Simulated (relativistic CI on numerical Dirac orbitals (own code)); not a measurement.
Ligand-field terms of d6

Computed with a parametric ligand-field model of a d^n configuration (Racah B and C, spin-orbit zeta, crystal field), exact diagonalisation.

Field parameters in Wybourne normalisation: Oh B⁴₀ = 21Dq, B⁴₄ = √(5/14) B⁴₀. The field is a parameter set, without covalency.

B = 880 cm⁻¹, C = 4170 cm⁻¹ (C/B = 4.74), Oh, no spin-orbit coupling. Tanabe-Sugano data, E/B above the lowest term (Δ = |10Dq|; b, c mark the second and third term of a kind):

| Δ/B | 5T2 | 5E | 3T1 | 3T2 | 3T1(b) | 1A1 | 1T1 |
| --- | --- | --- | --- | --- | --- | --- | --- |
| 1.0 | 0.00 | 1.00 | 22.72 | 23.02 | 23.67 | 33.67 | 34.05 |
| 5.0 | 0.00 | 5.00 | 20.22 | 22.26 | 24.10 | 27.51 | 30.97 |
| 9.0 | 0.00 | 9.00 | 16.83 | 20.33 | 24.11 | 20.35 | 27.37 |
| 13.0 | 0.00 | 13.00 | 13.22 | 17.69 | 24.13 | 12.92 | 23.64 |
| 17.0 | 0.00 | 17.00 | 9.50 | 14.64 | 24.14 | 5.34 | 19.84 |
| 21.0 | 2.33 | 23.33 | 8.06 | 13.67 | 26.49 | 0.00 | 18.32 |
| 25.0 | 10.06 | 35.06 | 11.97 | 17.94 | 34.22 | 0.00 | 22.17 |
| 29.0 | 17.83 | 46.83 | 15.89 | 22.13 | 42.01 | 0.00 | 26.04 |
| 33.0 | 25.64 | 58.64 | 19.82 | 26.28 | 49.82 | 0.00 | 29.92 |
| 37.0 | 33.47 | 70.47 | 23.76 | 30.39 | 57.66 | 0.00 | 33.82 |
| 41.0 | 41.32 | 82.32 | 27.71 | 34.48 | 65.52 | 0.00 | 37.74 |
| 45.0 | 49.20 | 94.20 | 31.66 | 38.55 | 73.39 | 0.00 | 41.66 |

The ground term changes from 5T2 to 1A1 between Δ/B = 17.0 and 21.0.
